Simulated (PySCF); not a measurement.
A structure optimised at PBE-D3(BJ)/def2-SVP, used in a PySCF frequency run:

```xyz
6

O      0.7231    -0.5733    -1.2073
S     -0.0382    -0.0988     0.0000
O      0.7231    -0.5733     1.2073
O     -1.4787    -0.4200     0.0000
O     -0.0077     1.5365     0.0000
H      0.9328     1.8211     0.0000
```
Charge 0, spin multiplicity 2.

### Question
Write its SMILES, formula and point group.

### Answer
[O]S(=O)(=O)O, HO₄S, Cs

### Question
What are its rotational constants (standard atomic weights)?

### Answer
5.1400, 4.9391, 4.7073 GHz
